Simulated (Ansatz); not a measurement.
Consider the redistribution: `[SiH3][O][GaH2]` + `C[O][Ge]([F])([F])[O]C` → `[F][GaH][O][SiH3]` + `C[O][GeH]([F])[O]C`.

Program: Ansatz. Geometries: PBE0-D4/def2-TZVP. ΔE: electronic, gas phase. CCSD(T)/CBS adds triple-zeta CCSD(T) − MP2 to the extrapolated MP2 energy (def2 sets, frozen cores). Functionals use def2-TZVPP. B3LYP here is the variant with VWN-RPA as its local correlation; programs differ in this. For Ga, Ge outer-core shells are correlated without core-valence functions, which leaves a few kJ/mol of doubt a bond. Scalar relativity is left out up to krypton. One conformer a species, not always the lowest.

`[SiH3][O][GaH2]`:

Z-matrix (Å, degrees):
```
Si
O 1 1.629
H 1 1.488 2 110.0
H 1 1.492 2 111.4 3 120.2
H 1 1.488 2 110.0 3 -119.7
Ga 2 1.785 1 139.3 3 -120.2
H 6 1.555 2 113.8 1 179.9
H 6 1.561 2 116.0 1 -0.1
```

`C[O][Ge]([F])([F])[O]C`:

Z-matrix (Å, degrees):
```
C
O 1 1.421
H 1 1.095 2 111.9
H 1 1.094 2 111.4 3 -122.3
H 1 1.090 2 107.0 3 118.9
Ge 2 1.738 1 119.8 3 56.7
F 6 1.709 2 105.6 1 173.9
F 6 1.709 2 111.0 1 56.9
O 6 1.738 2 115.3 1 -63.1
C 9 1.421 6 119.8 2 -63.0
H 10 1.095 9 111.9 6 56.6
H 10 1.094 9 111.4 6 -65.6
H 10 1.090 9 107.0 6 175.5
```

`[F][GaH][O][SiH3]`:

Z-matrix (Å, degrees):
```
Si
O 1 1.639
H 1 1.485 2 108.0
H 1 1.487 2 111.0 3 -119.5
H 1 1.487 2 111.0 3 119.5
Ga 2 1.763 1 138.2 3 179.9
F 6 1.751 2 113.0 1 0.1
H 6 1.537 2 125.1 1 -179.9
```

`C[O][GeH]([F])[O]C`:

Z-matrix (Å, degrees):
```
C
O 1 1.414
H 1 1.091 2 107.6
H 1 1.094 2 111.8 3 119.2
H 1 1.097 2 111.9 3 -118.6
Ge 2 1.754 1 120.6 3 -177.3
O 6 1.742 2 107.5 1 166.3
F 6 1.738 2 105.6 1 49.4
H 6 1.524 2 116.0 1 -70.3
C 7 1.418 6 120.4 2 -50.1
H 10 1.094 7 111.4 6 -66.6
H 10 1.094 7 111.6 6 55.5
H 10 1.091 7 107.3 6 174.6
```

| level | ΔE (kcal/mol) |
| --- | --- |
| B3LYP-D4 | -8.5 |
| r2SCAN | -8.0 |
| PBE0 | -8.3 |
| B3LYP | -9.0 |
| HF/def2-TZVPP | -7.2 |
| MP2/def2-TZVPP | -8.4 |
| SCS-MP2/def2-TZVPP | -8.2 |
| HF/CBS(def2) | -7.1 |

(1) What does CCSD(T)/CBS give? (An estimate is asked.)

Largest T1 diagnostic among the species: 0.014.

Answers

(1) Ansatz gave: -8.5 kcal/mol. The listed levels differ from it by 0.0, 0.5, 0.2, -0.5, 1.3, 0.1, 0.3, 1.4 kcal/mol.
